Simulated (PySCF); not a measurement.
Structure problem from calculated spectra and properties.

Formula: C6H12Si.

- Rotational structure: rotational constants A, B, C: 4.550, 1.347, 1.121 GHz [PBE0-D3(BJ)/def2-SVP]
- Triplet: lowest triplet excitation (Tamm–Dancoff): 4.28 eV [TDA PBE0/def2-SVPD]
- Dipole: 0.46 D [PBE0/def2-SVPD]
- NMR, other nuclei: isotropic shieldings of nuclei other than C and H, by class: 393 (1 Si) ppm [GIAO PBE0/pcSseg-1]
- Valence photoelectron: vertical ionisation energy: 8.87 eV [ΔSCF PBE0/def2-SVPD]
- 13C NMR: chemical shifts (computed TMS as zero) by class: 159.9 (1 C), 114.9 (1 C), 43.2 (1 C), 22.9 (1 C), 15.8 (2 C) ppm [GIAO PBE0/pcSseg-1]
- 1H NMR: chemical shifts (computed TMS as zero) by class: 5.09 (1 H), 5.03 (1 H), 4.66 (1 H), 4.64 (1 H), 2.70 (1 H), 1.77 (3 H), 1.22 (2 H), 1.04 (2 H) ppm [GIAO PBE0/pcSseg-1]

Electronic properties: PySCF, gas phase, density fitting. Levels stand in brackets. Isolated species at its PBE0-D3(BJ)/def2-SVP geometry (one conformer only). NMR classes are plain means over equivalent atoms (diastereotopic ones count apart unless rotation or inversion swaps them), as if these changed places fast.

**Question.** Give a SMILES that accounts for the data.

**Answer.** Numbering: `[CH2:1]=[C:2]([CH3:3])[CH:4]1[CH2:5][SiH2:6][CH2:7]1`. Its formula, C6H12Si, gives 2 degrees of unsaturation: 1 ring and 1 π bond in the structure found. 6 carbons fall into 5 classes; from least to most shielded: fully substituted alkene carbon [C2] (159.9 ppm), terminal =CH2 carbon [C1] (114.9 ppm), allylic carbon [C4] (43.2 ppm), allylic carbon [C3] (22.9 ppm), ring sp3 carbon bound to silicon [C5/C7] (15.8 ppm, 2 C, up to 4.3 ppm apart in this geometry). Hydrogen classes from least to most shielded: 1 H on a terminal =CH2 carbon, C1 (5.09 ppm), 1 H on a terminal =CH2 carbon, C1 (5.03 ppm), 1 H on an SiH2 silicon, Si6 (4.66 ppm), 1 H on an SiH2 silicon, Si6 (4.64 ppm), 1 H on an allylic carbon, C4 (2.70 ppm), 3 H on an allylic carbon, C3 (1.77 ppm), 2 H on 2 like atoms (sp3 carbon bound to silicon), C5/C7 (1.22 ppm), 2 H on 2 like atoms (sp3 carbon bound to silicon), C5/C7 (1.04 ppm, a mean of values up to 0.5 ppm apart in this geometry). The other shieldings belong to: 393 ppm, SiH2 silicon [Si6]. The first electron is taken from the HOMO, whose largest Löwdin shares are 0.36 on the terminal =CH2 carbon, 0.31 on the fully substituted alkene carbon, 0.06 on an sp3 carbon bound to silicon and 0.06 on an allylic carbon. The optimised geometry has point group C1 and is an asymmetric top. Structure: `C=C(C)C1C[SiH2]C1`. Computed isomers that give other values at the same levels: `C=C[SiH]1CCCC1` (rotational constant A: 3.495 GHz; this holds for the one conformer computed); `C#C[SiH2]C(C)(C)C` (rotational constant A: 3.412 GHz; this holds for the one conformer computed); `[H][Si]([H])(CC=C)CC=C` (rotational constant A: 8.784 GHz; this holds for the one conformer computed). The assignments are read from this structure; whether some other isomer fits the data as well wasn't checked.

Conformer computed: `[CH2:1]=[C:2]([CH3:3])[CH:4]1[CH2:5][SiH2:6][CH2:7]1`: C1–C2–C4–C5 3°.
